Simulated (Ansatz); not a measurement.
```xyz
8

O     1.051    0.784    0.747
C     0.031   -0.103    0.593
F    -1.008    0.251    1.423
F     0.423   -1.332    1.072
Al   -0.482   -0.135   -1.361
H     1.313    0.816    1.680
H     0.264   -1.158   -2.304
H    -1.592    0.877   -1.850
```

Total charge 0; spin multiplicity 1.

(1) List the CAM-B3LYP/def2-TZVPP orbital energies in eV (the Gaussian-basis code of Ansatz). (Best estimate.)

Results:

(1) Ansatz gave: Occupied: -1526.99, -673.79, -673.78, -523.68, -283.84, -115.03, -75.80, -75.56, -75.54, -36.49, -34.62, -31.38, -20.68, -18.05, -17.03, -16.54, -14.60, -13.82, -13.17, -12.95, -12.66, -11.39, -10.40, -9.94. Lowest empty: -0.98, 1.48, 1.85, 2.06, 2.63, 3.94, 4.50, 4.59.
